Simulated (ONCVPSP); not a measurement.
## gold: excitation energies, all-electron against ONCV

gold, optimised norm-conserving Vanderbilt (ONCV), made with ONCVPSP 4.0.1 (PBE, scalar-relativistic). Core [Kr] 4d10 4f14, reference 5s2 5p6 5d9 6s2. Waves: 5s+6s: rc 1.70 bohr, ncon 5, nbas 9, qcut 7.5 1/bohr, 3 projectors, debl 0.5 Ha; 5p: rc 1.15 bohr, ncon 4, nbas 8, qcut 7.3 1/bohr, 2 projectors, debl 2.3 Ha; 5d: rc 1.40 bohr, ncon 3, nbas 7, qcut 7.7 1/bohr, 2 projectors, debl 1.9 Ha. Local part: polynomial inside 0.75 bohr (lpopt 5, dvloc0 4 Ha). Core correction: Teter function, fcfact 2.75, rcfact 1.35.

Energies are relative to the spin-unpolarised reference configuration 5s2 5p6 5d9 6s2; without spin polarisation the order of configurations can differ from experiment.

```csv
valence configuration,charge,ΔE all-electron (eV),error AE − PS (meV)
5s2 5p6 5d10 6s0,+1,7.716,-19
5s2 5p6 5d8 6s0,+3,62.802,-21
```

(1) What are ΔE and the potential's error for 5s2 5p6 5d10 6s1?

(2) What are ΔE and the potential's error for 5s2 5p6 5d9 6s0?

Levels in the configuration 5s2 5p6 5d10 6s0:

```
level  all-electron (eV)  pseudo (eV)
   5s           -116.878     -116.965
   5p            -68.344      -68.363
   5d            -15.328      -15.324
```

Note: ghosts flagged at negative energy: s at -100.3 eV; GHOST(+) flagged for p at 196.8 eV. A true bound ghost makes a file unfit for plane-wave use.

Answers

(1) ΔE = -1.693 eV all-electron; the error (AE − PS) is -8.2 meV.

(2) ΔE = 28.924 eV all-electron; the error (AE − PS) is -17 meV.
